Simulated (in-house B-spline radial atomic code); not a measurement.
LDA VWN5 excitations of the titanium ion Ti⁴⁺

Method: LDA VWN5. Computed with a B-spline radial code for spherical atoms: linear response of the closed shell [Ne] 3s2 3p6 with the functional's adiabatic kernel; scalar-relativistic (spin-free one-electron X2C), finite nucleus, no spin-orbit coupling, no double excitations, S, P, D and F terms only. Only terms of natural parity with L up to 3 were computed.

Command:
```bash
python run_td.py task.json out
```
Settings (radii: box in bohr, nucleus in fm):
```
Z                        22
electrons                18
configuration            [Ne] 3s2 3p6
hamiltonian              x2c
method                   lda,vwn
box_radius               19.1
rms_radius               3.5921
intervals                72
```

Run time, properties included: 0.7 s on 1 thread of Arm Neoverse N1 (shared host).

The lowest states, in the order of their Tamm-Dancoff energies; the method's threshold (minus the highest occupied level) is 89.41 eV. Labels give the largest channel, * marks a mixed state, and oscillator strengths are full-response dipole values. Semilocal kernels can invert the small singlet-triplet splittings of Rydberg terms. Energies in eV:

```tsv
state	full response	Tamm-Dancoff	oscillator strength
3p → 3d 3P	?	?	-
3p → 3d 3F	35.23	35.29	-
3p → 3d 1F	37.98	38.01	-
3p → 3d 1P	48.56	50.56	4.31
3p → 4s 3P	52.04	52.05	-
3p → 4s 1P	?	?	?
3p → 4p 3S	58.05	58.07	-
3p → 4p 3D	58.54	58.55	-
3p → 4p 1D	58.85	58.85	-
3s → 3d 3D	59.81	59.84	-
```

Question: Where does 3p → 4s 1P lie?

Answer: At 52.71 eV in full response, 52.92 eV in Tamm-Dancoff, oscillator strength 0.0869.

Question: Where does 3p → 3d 3P lie?

Answer: At 34.37 eV in full response, 34.46 eV in Tamm-Dancoff.

Question: How large is the singlet-triplet splitting of 3p → 3d (F terms) in Tamm-Dancoff?

Answer: 2.72 eV, from the unrounded values.

Question: What polarisabilities and dispersion coefficient does the method give?

Answer: Dipole 1.496 bohr³, quadrupole 1.976 bohr⁵, C6 3.249 hartree·bohr⁶ for two such species.
